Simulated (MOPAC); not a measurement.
MOPAC input (PM3):

```
PM3 FORCE THERMO(298,298) PRECISE LET CHARGE=1 GEO-OK AUX(PRECISION=9) THREADS=1
ClSe

Se    0.00000000 1    0.00000000 1   -0.68315029 1
Cl    0.00000000 1    0.00000000 1    1.36392201 1
```

Problem. Which zero-point energy does it print?

Solution. 0.74 kcal/mol, from the harmonic wavenumbers of PM3.
